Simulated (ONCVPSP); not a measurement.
## Zn: excitation energies, all-electron against ONCV

* Element: Zn
* Generator: ONCVPSP 4.0.1
* Type: optimised norm-conserving Vanderbilt (ONCV)
* Functional: PBE
* Relativity: fully relativistic
* Frozen core: [Ne]
* Valence charge: 20
* Reference configuration: 3s2 3p6 3d10 4s2
* Partial waves: 3s+4s: rc 1.20 bohr, ncon 5, nbas 9, qcut 11.4 1/bohr, 2 projectors; 3p: rc 1.00 bohr, ncon 4, nbas 9, qcut 15.4 1/bohr, 2 projectors, debl 2.2 Ha; 3d: rc 1.20 bohr, ncon 3, nbas 8, qcut 11.4 1/bohr, 2 projectors, debl 3.9 Ha
* Local potential: polynomial inside 0.80 bohr (lpopt 5, dvloc0 0 Ha)
* Core correction: none

Open shells are filled in proportion to 2j + 1.

In the p channel the program set the typed energies aside and used -3.027, 0.250 Ha (j = l + 1/2; the other j can differ).

Energies are relative to the spin-unpolarised reference configuration 3s2 3p6 3d10 4s2; without spin polarisation the order of configurations can differ from experiment.

Problem. Give the all-electron excitation energy and the error of the potential for: 3s2 3p6 3d10 4s1; 3s2 3p6 3d10 4s0; 3s2 3p6 3d9 4s0; 3s2 3p6 3d10 4s0 4p2.

Solution.

```csv
valence configuration,charge,ΔE all-electron (eV),error AE − PS (meV)
3s2 3p6 3d10 4s1,+1,9.889,+1.9
3s2 3p6 3d10 4s0,+2,28.332,+9.6
3s2 3p6 3d9 4s0,+3,68.865,+8.0
3s2 3p6 3d10 4s0 4p2,0,10.557,+3.0
```

Levels in the configuration 3s2 3p6 3d10 4s0 4p2:

```json
{"level": "3s j=1/2", "all-electron (eV)": "-133.312", "pseudo (eV)": "-133.309"}
{"level": "3p j=3/2", "all-electron (eV)": "-86.508", "pseudo (eV)": "-86.507"}
{"level": "3p j=1/2", "all-electron (eV)": "-89.567", "pseudo (eV)": "-89.568"}
{"level": "3d j=5/2", "all-electron (eV)": "-14.021", "pseudo (eV)": "-14.042"}
{"level": "3d j=3/2", "all-electron (eV)": "-14.381", "pseudo (eV)": "-14.402"}
{"level": "4p j=3/2", "all-electron (eV)": "-2.832", "pseudo (eV)": "-2.832"}
{"level": "4p j=1/2", "all-electron (eV)": "-2.924", "pseudo (eV)": "-2.923"}
```

These tests converged, but a pseudo level misses the all-electron one widely, so the file describes the atom poorly there or has found another state: 3s2 3p6 3d10 4s0 4p2: empty 4s by 14.5 eV.
